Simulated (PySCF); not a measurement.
**Telling isomers of C₅H₉OPSi apart by NMR**

All values are calculated (PySCF 2.14): shieldings: GIAO PBE0/pcSseg-1, GFN2-xTB geometry. One conformer, one averaged value for each set of equivalent atoms, in vacuum, relativity neglected.

Shifts are taken against calculated references (same method and geometry level): TMS for $^{1}$H, $^{13}$C. Splittings of carbon signals by F and P are missing where no couplings were computed. Where no couplings were computed, multiplicities follow the n + 1 count of equivalent neighbours, and m marks all less simple cases (inequivalent or close neighbours, rings, F or P nearby). Shifts are as computed. Against solution values, carbons near 30 ppm lie about +3 ppm off and those near 130 ppm about +5 ppm. Of 1309 compounds with measured shifts, 239 miss one by over three times the rms of a fit or turn the order of signals round; such compounds aren't used in these exercises.

(1) Tabulate the signals of `C#C[Si@@H](P)O/C=C\C`, `CC(=O)C#C[Si@@H](C)P` and their relative energies.

(2) What is the quickest way to tell C#C[Si@@H](P)O/C=C\C from CC(=O)C#C[Si@@H](C)P?

Results:

(1) 
```tsv
SMILES	carbon types	δC	δH	E rel. (kcal/mol)
C#C[Si@@H](P)O/C=C\C	1×C 3×CH 1×CH3	144.8, 116.2, 104.5, 90.7, 12.4	6.42 (m, 1H), 5.68 (m, 1H), 5.02 (m, 1H), 2.18 (d, 1H), 1.91 (d, 3H), 1.45 (m, 2H)	5.2
CC(=O)C#C[Si@@H](C)P	3×C 2×CH3	187.2, 111.5, 101.8, 36.6, -1.6	4.78 (m, 1H), 2.34 (s, 3H), 1.38 (m, 2H), 0.48 (m, 3H)	0.0
```

Energies are electronic energies at PBE0/pcSseg-1 on these geometries, without zero-point or thermal terms, each for the one conformer computed, which needn't be the lowest.

(2) Both give the same number of carbon signals, but DEPT or the intensities differ. The first has an alkene carbon bearing oxygen (CH) at 144.8 ppm, the second a carbonyl carbon of an ynone (C) at 187.2 ppm. In the proton spectra the most deshielded non-exchanging signals are 6.42 (m, 1H) and 4.78 (m, 1H).
